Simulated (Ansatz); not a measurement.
Ansatz results at the PBE0-D4/def2-TZVP geometry: HOMO–LUMO gap (PBE/def2-TZVPP) 5.81 eV; LUMO energy (B3LYP/def2-TZVPP) -0.50 eV; HOMO–LUMO gap (ωB97M-V/def2-TZVPP) 11.30 eV.

Q: Which molecule gave them?
A. `[SiH3][Si]([SiH3])([SiH3])[SiH3]`
B. `C[SiH](Cl)N=C=O`
C. `C[SiH](C)Br`
D. `CO[Si]([SiH3])(Cl)Cl`

A: A. The others give `CO[Si]([SiH3])(Cl)Cl`: 6.19, -0.35, 12.15; `C[SiH](C)Br`: 6.48, 0.37, 12.67; `C[SiH](Cl)N=C=O`: 6.41, -0.16, 12.97.

B3LYP here is the variant with VWN-RPA as its local correlation; programs differ in this.
